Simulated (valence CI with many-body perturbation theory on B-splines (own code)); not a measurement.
**Cd⁴⁰⁺: calculated level list**

Level of theory: valence CI with perturbative core correlation (CI+MBPT): six valence electrons over a frozen Dirac-Fock core [He], a basis of 9 s, 9 p, 8 d, 6 f, 3 g, 1 h functions for each j, with the one-electron correlation potential Σ1, the two-electron term Σ2, the three-electron term Σ3, Breit, model QED; selected CI, second order for the rest, scaled by the run's own slope (own B-spline code, finite nucleus).

The last digits are not significant, and no measured levels were compared; by estimate large intervals hold to a few tenths of a per cent, small ones and those within an open d or f shell to about a per cent. Among the levels kept, up to 2200 cm⁻¹ of a level comes from second order outside the variational space, and about a tenth of that is noise between levels of different J, which matters for small intervals.

Levels 1 to 45 of 71, with energies above the lowest level, (2s^2 2p1/2^2 2p3/2^2) J=2. "Leading %" is the weight of the configuration and term that name the level; weights of strongly mixed levels are sums over their largest components and can fall short, and the name can then belong to a minority configuration. In the jj column 3d3/2^4 stands for four electrons in 3d with j = 3/2.

```
No.  Configuration  Term  J  E (eV)  Leading %     Second component      g                        Leading jj
  1        2s2.2p4    3P  2     0.0         72      28 % 2s2.2p4 1D  1.346      2s^2 2p1/2^2 2p3/2^2 (100 %)
  2        2s2.2p4    1S  0    31.8         60      40 % 2s2.2p4 3P              2s^2 2p1/2^2 2p3/2^2 (99 %)
  3        2s2.2p4    3P  1   196.4        100                       1.488        2s^2 2p1/2 2p3/2^3 (100 %)
  4        2s2.2p4    1D  2   211.8         72      28 % 2s2.2p4 3P  1.125        2s^2 2p1/2 2p3/2^3 (100 %)
  5         2s.2p5   3P°  2   419.3        100                       1.486        2s 2p1/2^2 2p3/2^3 (100 %)
  6        2s2.2p4    3P  0   419.9         60      40 % 2s2.2p4 1S                      2s^2 2p3/2^4 (99 %)
  7         2s.2p5   3P°  1   463.2         52      48 % 2s.2p5 1P°  1.247         2s 2p1/2^2 2p3/2^3 (96 %)
  8         2s.2p5   3P°  0   622.5        100                                      2s 2p1/2 2p3/2^4 (100 %)
  9         2s.2p5   1P°  1   653.0         52      48 % 2s.2p5 3P°  1.223           2s 2p1/2 2p3/2^4 (96 %)
 10            2p6    1S  0   912.7         99                                        2p1/2^2 2p3/2^4 (99 %)
 11     2s2.2p3.3s   3P°  2  3446.1         44  31 % 2s2.2p3.3s 5S°  1.550      2s^2 2p1/2^2 2p3/2 3s (98 %)
 12     2s2.2p3.3s   1P°  1  3452.1         29  28 % 2s2.2p3.3s 3S°  1.215      2s^2 2p1/2^2 2p3/2 3s (99 %)
 13     2s2.2p3.3p    3P  1  3511.0         29   25 % 2s2.2p3.3p 5P  1.534   2s^2 2p1/2^2 2p3/2 3p1/2 (98 %)
 14     2s2.2p3.3p    3D  2  3512.8         24   18 % 2s2.2p3.3p 3F  1.231   2s^2 2p1/2^2 2p3/2 3p1/2 (98 %)
 15     2s2.2p3.3p    3D  3  3567.5         45   31 % 2s2.2p3.3p 5P  1.364   2s^2 2p1/2^2 2p3/2 3p3/2 (98 %)
 16     2s2.2p3.3p    3P  1  3567.7         37   22 % 2s2.2p3.3p 1P  1.408   2s^2 2p1/2^2 2p3/2 3p3/2 (98 %)
 17     2s2.2p3.3p    3P  2  3583.3         40   17 % 2s2.2p3.3p 1D  1.327   2s^2 2p1/2^2 2p3/2 3p3/2 (97 %)
 18     2s2.2p3.3p    3P  0  3597.9         76   23 % 2s2.2p3.3p 1S          2s^2 2p1/2^2 2p3/2 3p3/2 (97 %)
 19     2s2.2p3.3s   5S°  2  3630.4         51  34 % 2s2.2p3.3s 3D°  1.571      2s^2 2p1/2 2p3/2^2 3s (97 %)
 20     2s2.2p3.3s   3S°  1  3637.5         54  45 % 2s2.2p3.3s 3D°  1.299      2s^2 2p1/2 2p3/2^2 3s (99 %)
 21     2s2.2p3.3d   3D°  2  3639.9         32  20 % 2s2.2p3.3d 3F°  1.040   2s^2 2p1/2^2 2p3/2 3d3/2 (95 %)
 22     2s2.2p3.3d   3F°  3  3643.9         25  21 % 2s2.2p3.3d 5D°  1.167   2s^2 2p1/2^2 2p3/2 3d3/2 (85 %)
 23     2s2.2p3.3d   5D°  1  3646.4         31  27 % 2s2.2p3.3d 3D°  1.163   2s^2 2p1/2^2 2p3/2 3d3/2 (97 %)
 24     2s2.2p3.3d   3P°  0  3647.0         57  32 % 2s2.2p3.3d 5D°          2s^2 2p1/2^2 2p3/2 3d3/2 (98 %)
 25     2s2.2p3.3s   3D°  3  3649.0         93                       1.303      2s^2 2p1/2 2p3/2^2 3s (93 %)
 26     2s2.2p3.3s   1D°  2  3654.2         62  33 % 2s2.2p3.3s 3D°  1.055      2s^2 2p1/2 2p3/2^2 3s (96 %)
 27     2s2.2p3.3d   3F°  4  3656.6         46  32 % 2s2.2p3.3d 5D°  1.272   2s^2 2p1/2^2 2p3/2 3d5/2 (98 %)
 28     2s2.2p3.3d   3D°  2  3663.9         32  21 % 2s2.2p3.3d 3P°  1.262   2s^2 2p1/2^2 2p3/2 3d5/2 (92 %)
 29     2s2.2p3.3s   3P°  1  3675.1         40  20 % 2s2.2p3.3s 1P°  1.197      2s^2 2p1/2 2p3/2^2 3s (60 %)
 30     2s2.2p3.3d   3D°  3  3675.3         42  20 % 2s2.2p3.3d 1F°  1.182   2s^2 2p1/2^2 2p3/2 3d5/2 (87 %)
 31     2s2.2p3.3s   3P°  0  3675.7         99                                  2s^2 2p1/2 2p3/2^2 3s (99 %)
 32     2s2.2p3.3s   3P°  1  3682.5         26  18 % 2s2.2p3.3d 3D°  1.116   2s^2 2p1/2^2 2p3/2 3d5/2 (58 %)
 33     2s2.2p3.3p    5P  1  3694.4         44   21 % 2s2.2p3.3p 3D  1.632   2s^2 2p1/2 2p3/2^2 3p1/2 (98 %)
 34     2s2.2p3.3p    3F  2  3701.0         33   22 % 2s2.2p3.3p 3P  1.210   2s^2 2p1/2 2p3/2^2 3p1/2 (98 %)
 35     2s2.2p3.3p    3F  3  3714.9         43   31 % 2s2.2p3.3p 1F  1.109   2s^2 2p1/2 2p3/2^2 3p1/2 (99 %)
 36     2s2.2p3.3p    3P  2  3734.3         56   21 % 2s2.2p3.3p 1D  1.338   2s^2 2p1/2 2p3/2^2 3p1/2 (97 %)
 37     2s2.2p3.3p    3D  1  3738.3         70   24 % 2s2.2p3.3p 1P  0.675   2s^2 2p1/2 2p3/2^2 3p1/2 (93 %)
 38     2s2.2p3.3p    5P  3  3750.7         51   25 % 2s2.2p3.3p 3F  1.383   2s^2 2p1/2 2p3/2^2 3p3/2 (96 %)
 39     2s2.2p3.3p    3P  0  3751.4         93    6 % 2s2.2p3.3p 1S          2s^2 2p1/2 2p3/2^2 3p3/2 (88 %)
 40     2s2.2p3.3p    3P  2  3752.0         38   31 % 2s2.2p3.3p 3D  1.408   2s^2 2p1/2 2p3/2^2 3p3/2 (98 %)
 41     2s2.2p3.3p    1P  1  3765.6         43   29 % 2s2.2p3.3p 3D  0.985   2s^2 2p1/2 2p3/2^2 3p3/2 (93 %)
 42     2s2.2p3.3p    3P  0  3767.4         69   30 % 2s2.2p3.3p 1S          2s^2 2p1/2 2p3/2^2 3p1/2 (88 %)
 43     2s2.2p3.3p    3D  3  3769.2         64   31 % 2s2.2p3.3p 1F  1.215   2s^2 2p1/2 2p3/2^2 3p3/2 (98 %)
 44     2s2.2p3.3p    3F  4  3770.9        100                       1.239  2s^2 2p1/2 2p3/2^2 3p3/2 (100 %)
 45     2s2.2p3.3p    3P  1  3784.5         74   17 % 2s2.2p3.3p 1P  1.425   2s^2 2p1/2 2p3/2^2 3p3/2 (97 %)
```

The ionisation energy to 2s2.2p3 2P°_3/2 of the next ion comes out as 6253.8 eV (NIST: 6257 ± 12 eV (semi-empirical)). All 71 levels together are meant to be complete up to 3883.7 eV.
